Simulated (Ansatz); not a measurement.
Correlation energies of `CCO[SiH2]C` by basis set

Z-matrix (Å, degrees):
```
C
C 1 1.508
H 1 1.092 2 110.5
H 1 1.093 2 110.4 3 120.1
H 1 1.092 2 110.5 3 -119.8
O 2 1.413 1 109.4 3 59.8
H 2 1.099 1 110.2 3 -61.1
H 2 1.099 1 110.2 3 -179.2
Si 6 1.646 2 122.8 1 179.1
C 9 1.856 6 107.5 2 -179.9
H 9 1.493 6 109.9 2 58.9
H 9 1.493 6 109.8 2 -58.8
H 10 1.092 9 110.7 6 60.0
H 10 1.092 9 110.7 6 -60.2
H 10 1.093 9 110.4 6 179.9
```

Total charge 0; spin multiplicity 1. All single points use the PBE0-D4/def2-TZVP geometry. It is one conformer, not always the lowest. Frozen core, restricted reference, the Gaussian-basis code of Ansatz. CBS rows extrapolate triple and quadruple zeta; past MP2 they add the triple-zeta difference.

```tsv
basis	HF (Eh)	MP2 corr.	CCSD corr.	(T)	CCSD(T) total
def2-SVP	-483.03050	-0.71682	-0.78385	-0.02029	-483.83464
def2-TZVPP	-483.36277	-0.89256	-0.94938	-0.03445	-484.34660
def2-QZVPP	-483.38169	-0.95445	–	–	–
CBS(def2)	-483.38430	-1.00030	-1.05712	as TZ	-484.47587
```
